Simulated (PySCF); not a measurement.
Positional isomers: trisilane hydroxy+silyl. Gas-phase values, no solvent. One relaxed conformer stands for each flexible species; it need not be the lowest. Strings in code marks are SMILES.

Quantity: electronic energy of isomers of H10OSi4 relative to `O[SiH2][SiH]([SiH3])[SiH3]` (H–O–Si–Si torsion 180°, O–Si–Si–Si torsion -62°), in kcal/mol.

Level 1: ωB97X-D3(BJ)/def2-TZVP // PBE0-D3(BJ)/def2-TZVP (PySCF)
Level 2: PBE/6-31G* // PBE0-D3(BJ)/def2-TZVP (PySCF)
Level 3: SVWN5/6-31G* // PBE0-D3(BJ)/def2-TZVP (PySCF)
Level 4: frozen-core MP2/6-31G* // PBE0-D3(BJ)/def2-TZVP (PySCF)

```json
[
 {"species": "`O[Si]([SiH3])([SiH3])[SiH3]` (H–O–Si–Si torsion 60°)", "level 2": "2.59", "level 3": "2.11", "level 4": "4.82"},
 {"species": "`O[Si@@H]([SiH3])[SiH2][SiH3]` (H–O–Si–Si torsion 56°, Si–Si–Si–Si torsion 172°)", "level 2": "1.98", "level 3": "1.91", "level 4": "3.93"},
 {"species": "`O[SiH2][SiH2][SiH2][SiH3]`", "level 2": "0.50", "level 3": "-0.14", "level 4": "1.05"}
]
```

Problem. What does level 1 give for each, and how far do the other levels lie from it on average?

Solution. 
- `O[Si]([SiH3])([SiH3])[SiH3]` (H–O–Si–Si torsion 60°): 4.18
- `O[Si@@H]([SiH3])[SiH2][SiH3]` (H–O–Si–Si torsion 56°, Si–Si–Si–Si torsion 172°): 3.41
- `O[SiH2][SiH2][SiH2][SiH3]`: 0.92
Mean absolute difference from level 1, which has limits of its own, over these rows (drawn at random from the members that have all these levels): level 2 1.14 kcal/mol, level 3 1.54 kcal/mol, level 4 0.43 kcal/mol.
